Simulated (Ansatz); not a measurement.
Single points on SiCl₂F₂⁻, that is SiF2Cl2 with one electron more.

```yaml
crystal:
  periodic: [false, false, false]
  atoms:
    - {symbol: Si, position_ang: [0.062104, -0.000259, 0.043267]}
    - {symbol: F, position_ang: [0.099275, -0.015235, 1.639720]}
    - {symbol: F, position_ang: [1.572677, 0.006943, -0.474797]}
    - {symbol: Cl, position_ang: [-0.869766, 1.674612, -0.588488]}
    - {symbol: Cl, position_ang: [-0.864290, -1.666061, -0.619713]}
basis:
  gaussian: {orbitals: def2-TZVPD, initial_orbitals: start.molden}
total_charge: -1
magnetization: {spin_polarized: true, initial_magnetization: 1}
hamiltonian: {xc: pbe0, dispersion: d4}
scf: {omitted_lower_state_checks: [starts]}
output: {orbitals: {seedname: orbitals}}
```

The file start.molden holds the orbitals of an earlier run on this structure, at another level or in another basis.

```sh
$ ansatz run in.yaml --threads 4 --pin off --events-out ev --progress --plain --max-ram 3916MiB
```

Shortened log:

```
Functional definition: PBE0
1306 factors; their error is unknown
mean field evaluation 1: about -38342.0500 eV, gradient 1.6e2 eV
mean field evaluation 2: about -38347.7629 eV, gradient 8.1e0 eV
mean field evaluation 4: about -38349.5849 eV, gradient 6.0e-1 eV
mean field evaluation 8: about -38349.6721 eV, gradient 4.2e-4 eV
mean field -38349.67209783 eV, -1409.3244552537 hartree, gradient 1.4e-5 eV, S^2 0.750364; 0 other end points of the search recorded, 0 dependent functions left out
reference -38349.67212578 eV, -1409.3244562811 hartree; 34, 33 occupied and 181, 182 virtual orbitals, 1306 factors
Total energy: -38349.82572302 eV, -1409.3301008754 hartree
Checks for a lower state left out: starts
```

Hardware: 4 threads of Arm Neoverse V2 on a shared host. Wall time 7.5 s, peak host memory 0.81 GiB.

First input, but with `hamiltonian: {xc: r2scan, dispersion: d4}` (abridged; 9.5 s):

```
Functional definition: r2SCAN
mean field -38361.89778360 eV, -1409.7737409192 hartree, gradient 1.4e-5 eV, S^2 0.750490
Total energy: -38361.93775932 eV, -1409.7752099997 hartree
Checks for a lower state left out: starts
```

As the first input, with `hamiltonian: {xc: pbe, dispersion: d4}` (abridged; 3.7 s):

```
Functional definition: PBE
mean field -38347.15546509 eV, -1409.2319707064 hartree, gradient 5.2e-5 eV, S^2 0.750253
Total energy: -38347.33756930 eV, -1409.2386629128 hartree
Checks for a lower state left out: starts
```

Geometry: PBE0-D4/def2-SVP, that of the neutral singlet.

At PBE0-D4/def2-TZVPD, r2SCAN-D4/def2-TZVPD, PBE-D4/def2-TZVPD the highest occupied level of the charge -1 doublet lies above zero (up to 1.85 eV). By energy differences it is unbound by 0.58 eV (vertical, against the charge 0 singlet, at r2SCAN-D4/def2-TZVPD) and held by the finite basis.
